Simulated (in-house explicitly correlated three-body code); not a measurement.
Computed with an exponentially correlated three-body code. Model: two electrons around a point charge, non-relativistic, variational in 260 exponentially correlated functions (energies converged to about 1e-7 hartree, or 1e-8 relative for large Z).

For two electrons in a singlet the Kohn-Sham orbital is the square root of half the density, so the exact Kohn-Sham potential and energy parts follow from the density alone, and exchange is minus half the Hartree energy. The Kohn-Sham level equals minus the binding energy of the second electron.

Command:
```bash
python run_hyl.py task.json out
```
Settings (lengths in bohr, energies in hartree):
```
Z                      1.9
interaction_strength   1
functions              260
states_tried           13
```

Cost of the run: 44 s on 1 thread of Intel(R) Xeon(R) Platinum 8375C CPU @ 2.90GHz (Ice Lake) (shared host).

**Converged states only, values per electron or pair.**

Given: nuclear charge 1.9.

```json
{"term": "1 1S", "mean r (bohr)": "0.99153", "mean r squared (bohr²)": "1.3623", "mean inverse r (1/bohr)": "1.5884", "mean r12 (bohr)": "1.521", "mean inverse r12 (1/bohr)": "0.88371", "mean cosine": "-0.067314", "mean p1 dot p2 (bohr⁻²)": "0.14626", "delta r1 (bohr⁻³)": "1.5245", "delta r12 (bohr⁻³)": "0.085335"}
{"term": "2 3S", "mean r (bohr)": "2.7523", "mean r squared (bohr²)": "13.457", "mean inverse r (1/bohr)": "1.0919", "mean r12 (bohr)": "4.8142", "mean inverse r12 (1/bohr)": "0.24822", "mean cosine": "-0.016082", "mean p1 dot p2 (bohr⁻²)": "0.0064834", "delta r1 (bohr⁻³)": "1.1282", "delta r12 (bohr⁻³)": "-"}
{"term": "2 1S", "mean r (bohr)": "?", "mean r squared (bohr²)": "?", "mean inverse r (1/bohr)": "?", "mean r12 (bohr)": "?", "mean inverse r12 (1/bohr)": "?", "mean cosine": "?", "mean p1 dot p2 (bohr⁻²)": "?", "delta r1 (bohr⁻³)": "?", "delta r12 (bohr⁻³)": "?"}
{"term": "2 3P", "mean r (bohr)": "2.9487", "mean r squared (bohr²)": "16.267", "mean inverse r (1/bohr)": "1.0702", "mean r12 (bohr)": "5.209", "mean inverse r12 (1/bohr)": "0.24114", "mean cosine": "-0.033662", "mean p1 dot p2 (bohr⁻²)": "-0.049822", "delta r1 (bohr⁻³)": "1.0804", "delta r12 (bohr⁻³)": "-"}
{"term": "2 1P", "mean r (bohr)": "3.2083", "mean r squared (bohr²)": "19.366", "mean inverse r (1/bohr)": "1.0609", "mean r12 (bohr)": "5.6956", "mean inverse r12 (1/bohr)": "0.22068", "mean cosine": "-0.0060077", "mean p1 dot p2 (bohr⁻²)": "0.03481", "delta r1 (bohr⁻³)": "1.0924", "delta r12 (bohr⁻³)": "0.00048782"}
{"term": "3 3S", "mean r (bohr)": "6.39", "mean r squared (bohr²)": "82.206", "mean inverse r (1/bohr)": "1.008", "mean r12 (bohr)": "12.028", "mean inverse r12 (1/bohr)": "0.10746", "mean cosine": "-0.0042318", "mean p1 dot p2 (bohr⁻²)": "0.0016281", "delta r1 (bohr⁻³)": "1.1007", "delta r12 (bohr⁻³)": "-"}
{"term": "3 1S", "mean r (bohr)": "?", "mean r squared (bohr²)": "?", "mean inverse r (1/bohr)": "?", "mean r12 (bohr)": "?", "mean inverse r12 (1/bohr)": "?", "mean cosine": "?", "mean p1 dot p2 (bohr⁻²)": "?", "delta r1 (bohr⁻³)": "?", "delta r12 (bohr⁻³)": "?"}
{"term": "3 3P", "mean r (bohr)": "7.0001", "mean r squared (bohr²)": "101.3", "mean inverse r (1/bohr)": "1.0023", "mean r12 (bohr)": "13.249", "mean inverse r12 (1/bohr)": "0.10474", "mean cosine": "-0.0096299", "mean p1 dot p2 (bohr⁻²)": "-0.014419", "delta r1 (bohr⁻³)": "1.0884", "delta r12 (bohr⁻³)": "-"}
{"term": "3 1P", "mean r (bohr)": "7.3948", "mean r squared (bohr²)": "113.21", "mean inverse r (1/bohr)": "0.99949", "mean r12 (bohr)": "14.029", "mean inverse r12 (1/bohr)": "0.098645", "mean cosine": "-0.0015434", "mean p1 dot p2 (bohr⁻²)": "0.0111", "delta r1 (bohr⁻³)": "1.0919", "delta r12 (bohr⁻³)": "0.00016728"}
{"term": "4 3S", "mean r (bohr)": "11.694", "mean r squared (bohr²)": "287.9", "mean inverse r (1/bohr)": "0.9814", "mean r12 (bohr)": "22.618", "mean inverse r12 (1/bohr)": "0.059493", "mean cosine": "-0.0016679", "mean p1 dot p2 (bohr⁻²)": "0.00063299", "delta r1 (bohr⁻³)": "1.0951", "delta r12 (bohr⁻³)": "-"}
{"term": "4 1S", "mean r (bohr)": "12.726", "mean r squared (bohr²)": "342.5", "mean inverse r (1/bohr)": "0.97936", "mean r12 (bohr)": "24.679", "mean inverse r12 (1/bohr)": "0.056777", "mean cosine": "-0.0017306", "mean p1 dot p2 (bohr⁻²)": "0.00092512", "delta r1 (bohr⁻³)": "1.0947", "delta r12 (bohr⁻³)": "0.00073262"}
{"term": "4 3P", "mean r (bohr)": "12.719", "mean r squared (bohr²)": "345.47", "mean inverse r (1/bohr)": "0.97911", "mean r12 (bohr)": "24.669", "mean inverse r12 (1/bohr)": "0.058233", "mean cosine": "-0.0039774", "mean p1 dot p2 (bohr⁻²)": "-0.0059631", "delta r1 (bohr⁻³)": "1.0903", "delta r12 (bohr⁻³)": "-"}
{"term": "4 1P", "mean r (bohr)": "13.247", "mean r squared (bohr²)": "374.97", "mean inverse r (1/bohr)": "0.9779", "mean r12 (bohr)": "25.721", "mean inverse r12 (1/bohr)": "0.055673", "mean cosine": "-0.00062237", "mean p1 dot p2 (bohr⁻²)": "0.0047861", "delta r1 (bohr⁻³)": "1.0918", "delta r12 (bohr⁻³)": "7.3933e-05"}
```

Problem. What belongs in the row 2 1S?

Solution. mean r (bohr): 3.2386; mean r squared (bohr²): 19.246; mean inverse r (1/bohr): 1.073; mean r12 (bohr): 5.7628; mean inverse r12 (1/bohr): 0.22733; mean cosine: -0.014365; mean p1 dot p2 (bohr⁻²): 0.0083169; delta r1 (bohr⁻³): 1.1195; delta r12 (bohr⁻³): 0.0064406.

Problem. What belongs in the row 3 1S?

Solution. mean r (bohr): 7.148; mean r squared (bohr²): 103.98; mean inverse r (1/bohr): 1.003; mean r12 (bohr): 13.538; mean inverse r12 (1/bohr): 0.10108; mean cosine: -0.0041824; mean p1 dot p2 (bohr⁻²): 0.0022801; delta r1 (bohr⁻³): 1.0992; delta r12 (bohr⁻³): 0.0017956.

**Electric-dipole lines between converged S and P states, rate of the upper state's decay.**

| s state | p state | p minus s (eV) | oscillator strength from s | rate (1/s) |
| --- | --- | --- | --- | --- |
| 1 1S | 2 1P | 18.249 | 0.2496 | 1.2022e+09 |
| 1 1S | 3 1P | 19.765 | 0.067317 | 3.8037e+08 |
| 1 1S | 4 1P | 20.296 | 0.027496 | 1.6383e+08 |
| 2 1S | 2 1P | 0.53596 | 0.40782 | 1.6945e+06 |
| 2 1S | 3 1P | 2.0525 | 0.13407 | 8.169e+06 |
| 2 1S | 4 1P | 2.5837 | 0.044815 | 4.3271e+06 |
| 3 1S | 2 1P | -1.369 | -0.15659 | 1.2735e+07 |
| 3 1S | 3 1P | 0.14754 | 0.67581 | 212770 |
| 3 1S | 4 1P | 0.67874 | 0.12468 | 830750 |
| 4 1S | 2 1P | -1.9873 | -0.027241 | 4.6681e+06 |
| 4 1S | 3 1P | -0.47072 | -0.32951 | 3.1682e+06 |
| 4 1S | 4 1P | ? | ? | ? |
| 2 3S | 2 3P | 1.0272 | 0.57964 | 8.847e+06 |
| 2 3S | 3 3P | 2.6809 | 0.048548 | 5.047e+06 |
| 2 3S | 4 3P | 3.2486 | 0.020808 | 3.1762e+06 |
| 3 3S | 2 3P | -1.3959 | -0.22853 | 1.9323e+07 |
| 3 3S | 3 3P | 0.25777 | 0.95579 | 918580 |
| 3 3S | 4 3P | 0.82543 | 0.034086 | 335910 |
| 4 3S | 2 3P | -2.1199 | -0.033348 | 6.5026e+06 |
| 4 3S | 3 3P | ? | ? | ? |
| 4 3S | 4 3P | 0.1015 | 1.3021 | 194020 |

Problem. What belongs in the row 4 1S 4 1P?

Solution. p minus s (eV): 0.060479; oscillator strength from s: 0.9246; rate (1/s): 48916.

Problem. What belongs in the row 4 3S 3 3P?

Solution. p minus s (eV): -0.46616; oscillator strength from s: -0.47452; rate (1/s): 4.4745e+06.

**Exact Kohn-Sham parts of the ground state from its density.**

Computed: Kohn-Sham kinetic 2.5399 hartree; Hartree energy 1.9235 hartree; exchange energy -0.96177 hartree; DFT correlation energy -0.041905 hartree; kinetic part of the DFT correlation energy 0.036156 hartree; potential part of the DFT correlation energy -0.07806 hartree; exact minus restricted Hartree-Fock -0.041829 hartree; restricted Hartree-Fock level -21.376 eV; dipole polarisability 1.8075 bohr³; C6 of two such species 2.1688 hartree·bohr⁶.

Problem. What is the Kohn-Sham level?

Solution. -20.981 eV.

Problem. What is the total energy?

Solution. -2.57605545 hartree.

**Density and exact potentials over r, pair density (one pair, times 4 pi r12^2) and exact minus Kohn-Sham pair density over r12.**

| radius (bohr) | radial density (electrons/bohr) | exchange potential (hartree) | intracule density (1/bohr) | Coulomb hole against Kohn-Sham (1/bohr) | correlation potential (hartree) |
| --- | --- | --- | --- | --- | --- |
| 0.119 | 0.34692 | -1.5521 | 0.016492 | -0.01105 | -0.046 |
| 0.14 | 0.44421 | -1.54 | 0.022998 | -0.01474 | -0.042 |
| 0.163 | 0.55317 | -1.5254 | 0.031362 | -0.01913 | -0.037 |
| 0.191 | 0.68539 | -1.506 | 0.043247 | -0.02483 | -0.032 |
| 0.224 | 0.83587 | -1.4813 | 0.059546 | -0.03183 | -0.025 |
| 0.262 | 0.99673 | -1.451 | 0.081156 | -0.03991 | -0.017 |
| 0.307 | 1.1648 | -1.4132 | 0.11022 | -0.04905 | -0.008 |
| 0.359 | 1.3249 | -1.3681 | 0.14768 | -0.0584 | 0.001 |
| 0.42 | 1.465 | -1.3143 | 0.19542 | -0.06699 | 0.009 |
| 0.492 | 1.5688 | -1.2511 | 0.25465 | -0.07317 | 0.018 |
| 0.576 | 1.618 | -1.1793 | 0.32391 | -0.07467 | 0.024 |
| 0.675 | 1.5998 | -1.0989 | 0.40048 | -0.06922 | 0.029 |
| 0.79 | ? | ? | ? | ? | ? |
| 0.925 | 1.3477 | -0.92127 | 0.54069 | -0.03355 | 0.029 |
| 1.08 | ? | ? | ? | ? | ? |
| 1.27 | 0.88624 | -0.73433 | 0.57945 | 0.01918 | 0.019 |
| 1.48 | 0.64849 | -0.6476 | 0.53416 | 0.03662 | 0.014 |
| 1.74 | 0.42422 | -0.56165 | 0.44195 | 0.04226 | 0.009 |
| 2.03 | 0.2551 | -0.48692 | 0.32807 | 0.03577 | 0.005 |
| 2.38 | 0.13322 | -0.41804 | 0.20924 | 0.02243 | 0.003 |
| 2.79 | 0.060019 | -0.35773 | 0.11265 | 0.00965 | 0.001 |
| 3.26 | 0.023222 | -0.30656 | 0.050652 | 0.002058 | 0 |

Problem. What belongs in the row 0.79?

Solution. radial density (electrons/bohr): 1.5084; exchange potential (hartree): -1.0125; intracule density (1/bohr): 0.47617; Coulomb hole against Kohn-Sham (1/bohr): -0.05542; correlation potential (hartree): 0.03.

Problem. What belongs in the row 1.08?

Solution. radial density (electrons/bohr): 1.1371; exchange potential (hartree): -0.82958; intracule density (1/bohr): 0.57935; Coulomb hole against Kohn-Sham (1/bohr): -0.007291; correlation potential (hartree): 0.025.

The correlation energy of density-functional theory lies 0.076 millihartree below exact minus Hartree-Fock, because the Hartree-Fock density, unlike the exact one, minimises the Hartree-Fock energy.
